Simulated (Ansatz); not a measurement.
A nudged elastic band was laid between two geometries of Cl$_{2}$GaH (4 atoms, charge 0, multiplicity 1).

Level of theory: Ansatz 0.2.0, RKS LDA/def2-SVPD.

- movable images: 5
- climbing image: yes
- spring: 5.0 eV/Å²
- optimiser: quadratic models (default)
- start path: through a guess of the saddle point
- force threshold: 0.03 eV/Å
- iteration limit: 60
- end points: relaxed

Initial state:

```xyz
4
Properties=species:S:1:pos:R:3
Ga 0.495 0.000 0.081
Cl 0.695 0.000 2.200
H 1.705 0.000 -0.872
Cl -1.517 0.000 -0.614
```

Final state:

```xyz
4
Properties=species:S:1:pos:R:3
Ga -0.363 0.000 -0.372
Cl 2.441 0.000 1.852
H 1.401 0.000 1.014
Cl -2.101 0.000 -1.698
```

(1) What changes between the two ends?

(2) What energy profile does the band end with?

(3) What is the geometry of the highest image?

(4) What are the harmonic wavenumbers there?

Results:

(1) Bonds broken: Ga1–Cl2, Ga1–H3. Bonds formed: Cl2–H3. Cl2GaH becomes ClGa + ClH.

(2) The run converged. The highest image is number 2 of 0 to 6, 40.2 kcal/mol above the first end and 17.6 kcal/mol above the last; the last end lies 22.7 kcal/mol above the first. A vibrational analysis at the climbing image gives one clearly imaginary mode, 871i cm⁻¹: a first-order saddle point. The orbitals stay closed-shell, which can raise the energy where a bond breaks towards radicals; this wasn't checked here.

| image | path coordinate (Å) | energy (kcal/mol) | Ga1–Cl2 (Å) | Ga1–H3 (Å) | Cl2–H3 (Å) |
| --- | --- | --- | --- | --- | --- |
| 0 | 0.00 | 0.0 | 2.13 | 1.54 | 3.23 |
| 1 | 0.70 | 14.3 | 2.18 | 1.52 | 2.51 |
| 2 | 1.40 | 40.2 | 2.46 | 1.62 | 1.79 |
| 3 | 2.05 | 25.4 | 2.98 | 2.17 | 1.34 |
| 4 | 2.70 | 24.2 | 3.36 | 2.23 | 1.33 |
| 5 | 3.34 | 23.2 | 3.51 | 2.22 | 1.34 |
| 6 | 3.99 | 22.7 | 3.58 | 2.24 | 1.34 |

(3) 
```xyz
4
Properties=species:S:1:pos:R:3
Ga 0.301 0.000 -0.522
Cl 1.129 0.000 1.796
H 1.781 0.000 0.133
Cl -1.834 0.000 -0.612
```

(4) 871i, 93, 330, 374, 419, 1656 cm⁻¹.

Time of the run: 56 s on 2 threads of Arm Neoverse V1 (shared host), peak memory 0.14 GiB.
